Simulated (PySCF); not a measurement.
Dipole moment and polarisability of `CC#C[SiH2]P[SiH2]Cl`

Compound: C₃H₈ClPSi₂.
Structure used (GFN2-xTB), in Å, numbered top down from 1:
```
atom  x, y, z in Å
C1     3.836   -0.020   -0.266
C2     2.438    0.323   -0.383
C3     1.273    0.621   -0.481
Si4   -0.521    1.009   -0.625
P5    -1.577   -0.940   -1.037
Si6   -3.427   -0.746    0.186
Cl7   -4.672    0.505   -0.787
H8     4.155    0.067    0.773
H9     4.436    0.653   -0.878
H10    3.996   -1.044   -0.602
H11   -0.783    1.871   -1.781
H12   -0.957    1.642    0.630
H13   -0.907   -1.678   -0.082
H14   -4.061   -2.059    0.275
H15   -3.235   -0.198    1.531
```

Level: CAM-B3LYP/def2-SVPD (PySCF), static field, nuclei fixed, core orbitals frozen in the response. The polarisability tensor in these axes (au):

```
x   179.93   0.35  -0.83
y     0.35 112.16  -1.58
z    -0.83  -1.58 101.55
```

Question: Diagonalise the tensor; give its mean and Δα, where Δα² is half the sum of the squared differences of the eigenvalues.

Answer: Principal values 101.31, 112.39 and 179.94 au; mean 131.21 au = 19.44 Å³ = 21.63 × 10⁻⁴⁰ C²·m²/J; Δα = 73.72 au (56 % of the mean).

Question: What is the dipole moment, and where does it point?

Answer: (2.72, -0.70, 1.20) D, 3.05 D in size, pointing from the negative to the positive side. Measured along this direction, the outermost atoms are Cl7 at the negative end and H8 at the positive end.

Question: What would n − 1 = 2πNα be for an ideal gas of these molecules at 298.15 K and 1 atm, electronic part alone?

Answer: N = p/kT = 2.4615 × 10¹⁹ cm⁻³, so n − 1 = 2π × N × 19.44 × 10⁻²⁴ cm³ = 3007 × 10⁻⁶ at long wavelengths.

Question: Give the eigenvalues of the traceless quadrupole moment Θ = ½Σq(3rr − r²1), origin at the centre of nuclear charge.

Answer: -8.63, -1.66, 10.29 D·Å. The values depend on the origin, since the dipole doesn't vanish. The electronic extent ⟨r²⟩ about the same centre is 2767 bohr², a root-mean-square distance of 3.00 Å for the 86 electrons.

Question: Orientational against electronic polarisability at 400 K (dilute gas, rigid molecules)?

Answer: In Gaussian units μ²/3kT = 56.28 Å³ against 19.44 Å³, a ratio of 2.89; the Debye molar polarisation (4π/3)N_A(α + μ²/3kT) is 191.0 cm³/mol, leaving out the vibrational part.

Question: Give the principal axes and the span of the nuclei along them.

Answer: Largest value along (1.00, 0.01, -0.01), where the nuclei span 9.11 Å; middle along (-0.01, 0.99, -0.14), 4.16 Å; least along (0.01, 0.14, 0.99), 2.96 Å. The response follows the extents in order.

Question: Find the Langevin capture rate constant for H3+ (3.023 u) meeting this molecule (165.959 u), k = 2.342 × 10⁻⁹ cm³/s × √(α in Å³ / reduced mass in u).

Answer: The reduced mass is 2.97 u, so k = 5.99 × 10⁻⁹ cm³/s. The formula leaves out the permanent dipole, which adds to the capture rate.

The structure is a single GFN2-xTB conformer in the gas phase; no vibrational or solvent corrections.
